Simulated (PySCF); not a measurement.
Predicted spectroscopic data

Theory: σ from GIAO-PBE0/pcSseg-1, coordinates at the GFN2-xTB level, in PySCF 2.14 (relativity neglected, one averaged value for each set of equivalent atoms, gas phase, single conformer).

Chemical shifts δ = σref − σ; 1H (σ = 31.72 ppm), 13C (σ = 186.93 ppm) against TMS, all at this level. Where no couplings were computed, multiplicities follow the n + 1 count of equivalent neighbours, and m marks all less simple cases (inequivalent or close neighbours, rings, F or P nearby). Shifts are as computed. Against solution values, carbons near 30 ppm lie about +3 ppm off and those near 130 ppm about +5 ppm. Of 1309 compounds with measured shifts, 239 miss one by over three times the rms of a fit or turn the order of signals round; such compounds aren't used in these exercises. OH and NH positions are gas-phase values without hydrogen bonding to other molecules.

Compound 1 (C₄H₈N₂Si₂). 1H NMR (400 MHz, computed): δ 8.71 (m, 1H), 8.70 (m, 1H), 7.11 (m, 1H), 5.97 (d, 1H), 5.36 (t, 2H), 4.28 (m, 2H). 13C{1H} NMR (computed): δ 173.9 (CH2), 159.0 (CH), 125.6 (CH), 122.7 (C). Structure: `C(=C\[SiH2][SiH2]N=C)/C#N`.

Compound 2 (C₄H₈N₂Si₂). 1H NMR (400 MHz, computed): δ 4.63 (q, 2H), 4.33 (s, 3H), 0.51 (t, 3H). 13C{1H} NMR (computed): δ 119.5, -5.5, -7.2. Structure: `C[SiH2]C([SiH3])(C#N)C#N`.

Compound 3 (C₄H₈N₂Si₂). 1H NMR (400 MHz, computed): δ 7.02 (m, 1H), 5.36 (m, 1H), 5.30 (s, 1H), 5.29 (m, 1H), 2.37 (s, 3H), -0.13 (br s, 1H). 13C{1H} NMR (computed): δ 165.9 (C), 148.2 (CH), 125.7 (C), 26.8 (CH3). Structure: `C1=C(C)[Si@H](C#N)N[SiH2]1`.
